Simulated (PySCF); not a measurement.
SMILES C[SiH2]C[CH2][Al]([CH3])[CH3] (GFN2-xTB optimised geometry):

```
22

Si    -1.052     2.305    -0.162
C      0.201     3.698    -0.467
C     -0.189     0.611    -0.227
C     -1.171    -0.556     0.000
Al    -0.177    -2.303     0.000
C      1.820    -2.303     0.000
C     -1.178    -4.028     0.011
H     -1.674     2.483     1.159
H     -2.103     2.356    -1.190
H      0.673     3.605    -1.441
H      0.988     3.699     0.280
H     -0.286     4.667    -0.431
H      0.605     0.562     0.524
H      0.307     0.476    -1.193
H     -1.710    -0.388     0.943
H     -1.953    -0.522    -0.771
H      2.251    -1.894     0.920
H      2.261    -1.730    -0.821
H      2.200    -3.327    -0.091
H     -0.884    -4.667     0.851
H     -1.003    -4.621    -0.893
H     -2.261    -3.884     0.088
```

Calculation: PySCF 2.14.0 with PBE0/def2-SVP.

**Question.** What are the frontier orbital energies and the dipole moment?

**Answer.** HOMO-2 -8.77 eV, HOMO-1 -7.62 eV, HOMO -6.72 eV, LUMO -0.55 eV, LUMO+1 0.58 eV; dipole moment 0.79 D.

On the same geometry PBE/def2-SVP (PySCF) gives HOMO-2 -7.41 eV, HOMO-1 -6.31 eV, HOMO -5.50 eV, LUMO -1.33 eV, LUMO+1 -0.19 eV; dipole moment 0.83 D.

Meta-Löwdin charges at PBE0/def2-SVP: Si1 0.62, C2 -0.55, C3 -0.39, C4 -0.46, Al5 0.82, C6 -0.61, C7 -0.61, H8 -0.11, H9 -0.11, H10 0.11, H11 0.11, H12 0.12, H13 0.10, H14 0.09, H15 0.10, H16 0.10, H17 0.11, H18 0.11, H19 0.11, H20 0.11, H21 0.11, H22 0.11.
